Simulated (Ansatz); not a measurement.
## Nudged elastic band run: CH8BFSi2

input.yaml

```yaml
crystal:
  periodic: [false, false, false]
  atoms:
    - { symbol: C, position_ang: [-2.076092, 0.522891, 1.006761] }
    - { symbol: Si, position_ang: [-0.196125, 0.593586, 1.005166] }
    - { symbol: F, position_ang: [0.344632, -0.597416, 1.943159] }
    - { symbol: B, position_ang: [0.580578, 0.417946, -0.863819] }
    - { symbol: Si, position_ang: [1.815405, -1.106918, -1.427963] }
    - { symbol: H, position_ang: [-2.443878, -0.399215, 0.565018] }
    - { symbol: H, position_ang: [-2.494175, 1.352278, 0.441891] }
    - { symbol: H, position_ang: [-2.465817, 0.579831, 2.019083] }
    - { symbol: H, position_ang: [0.268016, 1.855409, 1.621981] }
    - { symbol: H, position_ang: [0.285351, 1.264614, -1.651017] }
    - { symbol: H, position_ang: [2.201516, -1.059793, -2.855343] }
    - { symbol: H, position_ang: [1.149356, -2.405324, -1.175796] }
    - { symbol: H, position_ang: [3.051632, -1.052689, -0.61422] }
basis:
  gaussian: { orbitals: "6-31G*" }
hamiltonian:
  xc: hf
neb:
  order_check: false
  images: 5
  f_tol: 0.05
  max_iterations: 60
  initial_path: idpp
  optimiser: fire
  climbing: immediate
  final_atoms:
    - { symbol: C, position_ang: [-2.00238367, 0.48977197, 1.17466666] }
    - { symbol: Si, position_ang: [-0.16037717, 0.74687872, 0.89428821] }
    - { symbol: F, position_ang: [0.63263316, -0.17839905, 1.94629458] }
    - { symbol: B, position_ang: [0.41009312, 0.29097069, -1.0015123] }
    - { symbol: Si, position_ang: [1.78155422, -1.15711366, -1.43996148] }
    - { symbol: H, position_ang: [-2.3020694, -0.53368269, 0.96695529] }
    - { symbol: H, position_ang: [-2.58568543, 1.14454577, 0.5322804] }
    - { symbol: H, position_ang: [-2.2718241, 0.70761817, 2.20411953] }
    - { symbol: H, position_ang: [0.21224297, 2.14519853, 1.20148388] }
    - { symbol: H, position_ang: [-0.09604802, 0.9166278, -1.88214929] }
    - { symbol: H, position_ang: [3.06158068, -0.84465736, -0.7652307] }
    - { symbol: H, position_ang: [2.04849249, -1.30435244, -2.88742283] }
    - { symbol: H, position_ang: [1.29219016, -2.45820644, -0.92891095] }
```

Launched with:

```bash
$ ansatz run input.yaml --threads 1 --pin off --max-ram 2048MiB --backend cpu --events-out ev --progress --plain --runs-dir out
```

Output, in part (warnings, iteration lines, the closing report on the highest movable image, with atoms numbered from 0):

```
NEB end point (image 0): max|allowed force component| = 1.339e-2 eV/Å (the criterion of neb.relax_end_points is 1.000e-2)
NEB end point (image 6): max|allowed force component| = 7.950e-3 eV/Å (the criterion of neb.relax_end_points is 1.000e-2)
NEB iter   1: max|band force component| = 4.844e-1 eV/Å  barrier→ = 0.0603 eV  barrier← = 0.0603 eV  CI = image 3  Δτ_max = 0.0084 Å  (247 SCF iters)
NEB iter   2: max|band force component| = 2.383e-1 eV/Å  barrier→ = 0.0507 eV  barrier← = 0.0507 eV  CI = image 3  Δτ_max = 0.0122 Å  (135 SCF iters)
NEB iter   3: max|band force component| = 2.543e-1 eV/Å  barrier→ = 0.0417 eV  barrier← = 0.0417 eV  CI = image 3  Δτ_max = 0.0129 Å  (140 SCF iters)
NEB iter   4: max|band force component| = 2.987e-1 eV/Å  barrier→ = 0.0343 eV  barrier← = 0.0344 eV  CI = image 3  Δτ_max = 0.0184 Å  (138 SCF iters)
NEB iter   5: max|band force component| = 1.955e-1 eV/Å  barrier→ = 0.0255 eV  barrier← = 0.0256 eV  CI = image 3  Δτ_max = 0.0208 Å  (138 SCF iters)
NEB iter   6: max|band force component| = 1.656e-1 eV/Å  barrier→ = 0.0195 eV  barrier← = 0.0196 eV  CI = image 3  Δτ_max = 0.0028 Å  (139 SCF iters)
NEB iter   7: max|band force component| = 8.605e-2 eV/Å  barrier→ = 0.0186 eV  barrier← = 0.0186 eV  CI = image 3  Δτ_max = 0.0043 Å  (132 SCF iters)
NEB iter   8: max|band force component| = 1.148e-1 eV/Å  barrier→ = 0.0178 eV  barrier← = 0.0178 eV  CI = image 3  Δτ_max = 0.0043 Å  (134 SCF iters)
NEB iter   9: max|band force component| = 1.103e-1 eV/Å  barrier→ = 0.0169 eV  barrier← = 0.0169 eV  CI = image 3  Δτ_max = 0.0053 Å  (135 SCF iters)
NEB iter  10: max|band force component| = 1.013e-1 eV/Å  barrier→ = 0.0160 eV  barrier← = 0.0160 eV  CI = image 3  Δτ_max = 0.0015 Å  (138 SCF iters)
NEB iter  11: max|band force component| = 8.097e-2 eV/Å  barrier→ = 0.0157 eV  barrier← = 0.0158 eV  CI = image 3  Δτ_max = 0.0027 Å  (131 SCF iters)
NEB iter  12: max|band force component| = 4.981e-2 eV/Å  barrier→ = 0.0154 eV  barrier← = 0.0154 eV  CI = image 3  Δτ_max = 0.0391 Å  (129 SCF iters)
NEB iter  13: max|band force component| = 4.960e-2 eV/Å  barrier→ = 0.0119 eV  barrier← = 0.0119 eV  CI = image 2  Δτ_max = 0.0402 Å  (33 SCF iters)
NEB iter  14: max|band force component| = 1.331e-1 eV/Å  barrier→ = 0.0113 eV  barrier← = 0.0113 eV  CI = image 3  Δτ_max = 0.0696 Å  (34 SCF iters)
NEB iter  15: max|band force component| = 7.855e-2 eV/Å  barrier→ = 0.0099 eV  barrier← = 0.0099 eV  CI = image 3  Δτ_max = 0.0753 Å  (151 SCF iters)
NEB iter  16: max|band force component| = 8.097e-2 eV/Å  barrier→ = 0.0095 eV  barrier← = 0.0096 eV  CI = image 3  Δτ_max = 0.0182 Å  (157 SCF iters)
NEB iter  17: max|band force component| = 4.211e-2 eV/Å  barrier→ = 0.0087 eV  barrier← = 0.0088 eV  CI = image 3  Δτ_max = 0.0000 Å  (315 SCF iters)
Total energy: -20259.20086150 eV, -744.5118994806 hartree
Atom 0 at    -1.747275     0.636643     1.505653 Å, force     0.000211     0.006138    -0.001849 eV/Å
Atom 1 at     0.017452     0.843945     0.887970 Å, force     0.003347     0.000076     0.001854 eV/Å
Atom 2 at     0.989867     0.068549     1.907672 Å, force    -0.002038     0.002158    -0.000344 eV/Å
Atom 3 at     0.255327     0.151043    -1.005799 Å, force     0.000530    -0.007872    -0.007353 eV/Å
Atom 4 at     1.486306    -1.336248    -1.668093 Å, force    -0.006017     0.002531     0.000290 eV/Å
Atom 5 at    -2.068485    -0.400585     1.472157 Å, force     0.000547    -0.004194     0.001743 eV/Å
Atom 6 at    -2.438327     1.218579     0.901177 Å, force     0.001560    -0.002059    -0.000034 eV/Å
Atom 7 at    -1.838418     0.975039     2.533813 Å, force    -0.002372    -0.000834    -0.002544 eV/Å
Atom 8 at     0.409031     2.269822     0.938779 Å, force     0.002928    -0.001672     0.000148 eV/Å
Atom 9 at    -0.409225     0.679464    -1.845787 Å, force    -0.007435     0.009355     0.005353 eV/Å
Atom 10 at     2.401784    -0.784805    -2.693794 Å, force     0.001783    -0.000974    -0.001630 eV/Å
Atom 11 at     0.660053    -2.388356    -2.306221 Å, force     0.006004     0.000698     0.002614 eV/Å
Atom 12 at     2.302309    -1.967890    -0.612625 Å, force     0.000953    -0.003351     0.001751 eV/Å
Dipole moment:    -0.340110     0.158752    -0.166062 e Å
```

The run converged. The band force fell under the threshold earlier too, but the program's further tests of the path sent the band on. Another band between the same ends (5 images) ends at a top of the same energy, where a vibrational analysis finds no clearly imaginary modes.

Final band (atoms are numbered from 1 in the order of the input):

```json
{"image": "0", "path coordinate (Å)": "0.00", "energy (kcal/mol)": "0.0", "dihedral Si2–B4–Si5–H11 (°)": "177"}
{"image": "1", "path coordinate (Å)": "0.78", "energy (kcal/mol)": "0.1", "dihedral Si2–B4–Si5–H11 (°)": "-163"}
{"image": "2", "path coordinate (Å)": "1.55", "energy (kcal/mol)": "0.2", "dihedral Si2–B4–Si5–H11 (°)": "-143"}
{"image": "3", "path coordinate (Å)": "2.33", "energy (kcal/mol)": "0.2", "dihedral Si2–B4–Si5–H11 (°)": "-122"}
{"image": "4", "path coordinate (Å)": "3.10", "energy (kcal/mol)": "0.2", "dihedral Si2–B4–Si5–H11 (°)": "-100"}
{"image": "5", "path coordinate (Å)": "3.87", "energy (kcal/mol)": "0.1", "dihedral Si2–B4–Si5–H11 (°)": "-79"}
{"image": "6", "path coordinate (Å)": "4.65", "energy (kcal/mol)": "0.0", "dihedral Si2–B4–Si5–H11 (°)": "-58"}
```

The run took 3.6 min on 1 thread of Arm Neoverse V1 (shared host), peak memory 0.2 GiB.
